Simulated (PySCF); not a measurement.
TlI, SMILES [I][Tl]. Geometry optimised at B3LYP-D3(BJ)/def2-TZVP. The def2 effective core potentials stand for the cores of I, Tl; spin–orbit coupling is left out.

Computed equilibrium geometry at B3LYP-D3(BJ)/def2-TZVP (PySCF confirms it by a frequency run) as Cartesian coordinates in Å, and its point group:
point group C∞v.
```xyz
2

Tl     0.0000     0.0000    -1.1376
I      0.0000     0.0000     1.7386
```
